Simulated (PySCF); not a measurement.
## Computed properties of Te(Cl)(SH) (ClHSTe), SMILES S[Te]Cl

Te(Cl)(SH) (ClHSTe), SMILES [Te](S)Cl. The structure is a stationary point at B3LYP-D3(BJ)/def2-TZVP. The def2 effective core potentials stand for the cores of Te; spin–orbit coupling is left out. The values are those of a single conformer. All values are computed for the isolated molecule unless a solvent is named; none is compared with measurement here.

**Structure.** All 6 harmonic modes at B3LYP-D3(BJ)/def2-TZVP (PySCF) are real, so it is a minimum. With heavy atoms numbered as in [Te:1]([Cl:2])[SH:3], the shortest bond between them is Te1–S3 at 2.372 Å and the longest Te1–Cl2 at 2.379 Å.

**Vibrations.** The strongest infrared lines (harmonic, unscaled, degenerate partners summed) lie at 337 cm⁻¹ (47 km/mol, Cl 65 %, Te 24 %, S 10 %), 356 cm⁻¹ (17 km/mol, H 95 %), 365 cm⁻¹ (5 km/mol, S 69 %, Te 18 %, Cl 12 %). The softest mode is at 124 cm⁻¹ and the zero-point energy is 6.6 kcal/mol.

**Electronic structure.** B3LYP/def2-TZVPD (PySCF) places the frontier levels at -6.52 and -2.82 eV, a gap of 3.70 eV, and gives a dipole moment of 2.06 D and a mean polarisability of 80.4 bohr³.

**Excitations.** TDDFT-CAM-B3LYP/def2-SVPD (PySCF) has S1 at 2.61 eV (475 nm, f = 0.000, dark); the most intense of the 10 singlets computed lies at 6.31 eV (f = 0.11). T1 (TDA) is at 1.94 eV.
